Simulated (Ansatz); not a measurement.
Ideal-gas functions of CH₃ClSn, SMILES `[CH3][Sn][Cl]` at 400 K and 1 bar, from an Ansatz frequency run at PBE0-D4/def2-TZVP.

Molar mass 169.2 g/mol, point group Cs (symmetry number 1), electronic degeneracy 1, moments of inertia 66.52, 169.273, 232.66 u Å². Harmonic wavenumbers (cm⁻¹, unscaled): 75, 151, 338, 493, 563, 691, 1189, 1428, 1431, 3038, 3127, 3145.

Use S(trans) = R[1.5 ln M + 2.5 ln T − 1.1517]; rotational temperatures θ = 24.2544 K / I; S(rot) = R[ln(√π/σ · √(T³/θAθBθC)) + 1.5]; for each mode x = 1.438777 ν̃/T, S = R[x/(eˣ − 1) − ln(1 − e⁻ˣ)] and H = RT x/(eˣ − 1); 1 cm⁻¹ = 0.0119627 kJ/mol; R = 8.31446 J/(mol·K).

Problem. By hand: the entropy, in J/(mol·K).

Solution. Translation 179.0. Rotation: θ = 0.3646, 0.1433, 0.1042 K, giving 113.6. Vibration, mode by mode: 19.23, 13.49, 7.18, 4.56, 3.74, 2.60, 0.62, 0.30, 0.30, 0.00, 0.00, 0.00, in all 52.0. Electronic 0.0. Sum 344.6 J/(mol·K).

Problem. By hand: H − E and G − E in kJ/mol, counted from the electronic energy.

Solution. Zero-point energy ½ × 15669 × 0.0119627 = 93.7; thermal vibration 10.5; translation, rotation and pV give 4 RT = 13.3. H − E = 117.5 kJ/mol, and G − E = 117.5 − 400 × 344.6/1000 = -20.3 kJ/mol.

Vibration gives 15 % of the entropy, 19.2 J/(mol·K) of it from the mode under 150 cm⁻¹: soft modes count most, and the harmonic formula is weakest for them.
